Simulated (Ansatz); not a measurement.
Reaction (formal loss of a carbene): `FC/C=C(/F)C(F)F` → `C=C(F)C(F)F` + `[CH]F`

Gas-phase electronic energies from Ansatz, PBE0-D4/def2-TZVP geometries. CBS: MP2 limit from def2 TZ/QZ plus the TZ coupled-cluster correction, frozen cores. This one scheme is used for every species. DFT in def2-TZVPP. One conformer a species, not always the lowest.

**Question.** Is it downhill or uphill in electronic energy at CCSD(T)/CBS, and by how much? (An estimate is asked.)

**Answer.** Ansatz gave: Uphill: ΔE = +361.1 kJ/mol.

**Question.** What do these levels give: PBE-D4, BLYP-D4, r2SCAN-D4, B2PLYP, revPBE, CAM-B3LYP, RPA@PBE/def2-TZVPP, HF/def2-SVP, CCSD/def2-SVP, MP2/def2-TZVPP, SCS-MP2/def2-TZVPP, MP2/CBS(def2)? (Estimate.)

**Answer.** Computed: PBE-D4 380.7, BLYP-D4 351.2, r2SCAN-D4 384.2, B2PLYP 360.6, revPBE 348.0, CAM-B3LYP 365.4, RPA@PBE/def2-TZVPP 329.6, HF/def2-SVP 332.7, CCSD/def2-SVP 360.9, MP2/def2-TZVPP 382.8, SCS-MP2/def2-TZVPP 364.7, MP2/CBS(def2) 388.2 kJ/mol.

Largest T1 diagnostic among the species: 0.018.

Leaving LDA and LC-ωPBE aside and taking each functional with its dispersion term where it has one, the values, not all of them listed here, spread over 37.4 kJ/mol, from BLYP-D4 to r2SCAN0-D4. LDA lies +61.3 kJ/mol from PBE without D4. In def2-TZVPP, CCSD(T) changes the Hartree–Fock value by +40.6 kJ/mol (the triples alone add +3.0 kJ/mol) and MP2 by +67.7 kJ/mol.
